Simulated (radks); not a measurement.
Species: W3+. Configuration: [Xe] 4f14 5d3 (the NIST ground configuration). Calculated with a radial shooting solver on a logarithmic mesh with Libxc functionals: Dirac Kohn-Sham, Slater X-alpha with alpha = 0.553, spin-unpolarised, spherical densities, finite nucleus; open shells fill j = l - 1/2 first; Fermi nuclear charge, rms radius 5.3658 fm. Some entries of the table are withheld. Estimate them.

| orbital | occ. | eigenvalue (hartree) | <r^2> (bohr^2) |
|---|---|---|---|
| 1s1/2 | 2 | -2543.423 | (1) |
| 2s1/2 | 2 | -438.8463 | 0.007089 |
| 2p1/2 | 2 | -419.7152 | 0.005061 |
| 2p3/2 | 4 | -370.2758 | 0.006263 |
| 3s1/2 | 2 | -101.5713 | 0.04639 |
| 3p1/2 | 2 | -93.04696 | 0.04257 |
| 3p3/2 | 4 | -82.37946 | 0.04919 |
| 3d3/2 | 4 | -67.96608 | 0.03815 |
| 3d5/2 | 6 | -65.64913 | 0.03997 |
| 4s1/2 | 2 | (2) | 0.2298 |
| 4p1/2 | 2 | -18.05232 | 0.2371 |
| 4p3/2 | 4 | -15.57287 | 0.2731 |
| 4d3/2 | 4 | -9.77955 | 0.2985 |
| 4d5/2 | 6 | -9.32445 | 0.3122 |
| 5s1/2 | 2 | -3.78378 | 1.290 |
| 5p1/2 | 2 | -2.73992 | 1.576 |
| 5p3/2 | 4 | -2.37815 | 1.862 |
| 4f5/2 | 6 | -2.09262 | 0.4693 |
| 4f7/2 | 8 | -2.01238 | 0.4857 |
| 5d3/2 | 3 | -1.04716 | (3) |
| 5d5/2 | 0 | -1.01481 | (4) |

Answer. 
(1) 1s1/2 <r^2> (bohr^2): 0.0004644
(2) 4s1/2 eigenvalue (hartree): -21.57560
(3) 5d3/2 <r^2> (bohr^2): 3.755
(4) 5d5/2 <r^2> (bohr^2): 3.966
